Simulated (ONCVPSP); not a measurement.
**An all-electron radial function and its pseudo partner (Eu (Z = 63))**

Columns: radius, all-electron u(r) and pseudo u(r) of the 5d shell (level -1.83 eV) of europium in the configuration [Kr] 4d10 4f6 5s2 5p6 5d2 6s1; PBEsol, scalar-relativistic, ONCV scheme, ONCVPSP 4.0.1.

```json
{"r (bohr)": "0.132", "all-electron": "0.1586", "pseudo": "0.0010"}
{"r (bohr)": "0.265", "all-electron": "-0.0019", "pseudo": "0.0077"}
{"r (bohr)": "0.398", "all-electron": "-0.2050", "pseudo": "0.0249"}
{"r (bohr)": "0.530", "all-electron": "-0.2410", "pseudo": "0.0554"}
{"r (bohr)": "0.663", "all-electron": "-0.1534", "pseudo": "0.1003"}
{"r (bohr)": "0.795", "all-electron": "-0.0162", "pseudo": "0.1578"}
{"r (bohr)": "0.928", "all-electron": "0.1273", "pseudo": "0.2254"}
{"r (bohr)": "1.060", "all-electron": "0.2541", "pseudo": "0.2978"}
{"r (bohr)": "1.193", "all-electron": "0.3590", "pseudo": "0.3710"}
{"r (bohr)": "1.325", "all-electron": "0.4396", "pseudo": "0.4387"}
{"r (bohr)": "1.458", "all-electron": "0.4995", "pseudo": "0.4977"}
{"r (bohr)": "1.590", "all-electron": "0.5411", "pseudo": "0.5437"}
{"r (bohr)": "1.723", "all-electron": "0.5682", "pseudo": "0.5757"}
{"r (bohr)": "1.855", "all-electron": "0.5836", "pseudo": "0.5933"}
{"r (bohr)": "1.988", "all-electron": "0.5900", "pseudo": "0.5988"}
{"r (bohr)": "2.120", "all-electron": "0.5896", "pseudo": "0.5952"}
{"r (bohr)": "2.252", "all-electron": "0.5841", "pseudo": "0.5864"}
{"r (bohr)": "2.385", "all-electron": "0.5747", "pseudo": "0.5751"}
{"r (bohr)": "2.518", "all-electron": "0.5627", "pseudo": "0.5627"}
{"r (bohr)": "2.650", "all-electron": "0.5489", "pseudo": "0.5490"}
{"r (bohr)": "2.782", "all-electron": "0.5340", "pseudo": "0.5340"}
{"r (bohr)": "2.915", "all-electron": "0.5181", "pseudo": "0.5181"}
{"r (bohr)": "3.048", "all-electron": "0.5019", "pseudo": "0.5019"}
{"r (bohr)": "3.180", "all-electron": "0.4856", "pseudo": "0.4856"}
{"r (bohr)": "3.312", "all-electron": "0.4693", "pseudo": "0.4693"}
{"r (bohr)": "3.445", "all-electron": "0.4529", "pseudo": "0.4529"}
```

(1) How many radial nodes do the two functions have?

(2) At about which radius was the pseudo-wave matched?

(3) Is the pseudo-wave norm-conserving?

Answers

(1) The all-electron 5d function has n − l − 1 = 2; the pseudo-wave has 0, since the states of the same l below it are removed with the core.

(2) 2.50 bohr, where the columns begin to agree (steps of 0.13 bohr).

(3) Yes: the ONCV scheme keeps the norm inside the radius equal to the all-electron one, which fixes the energy derivative of the logarithmic derivative at the level.
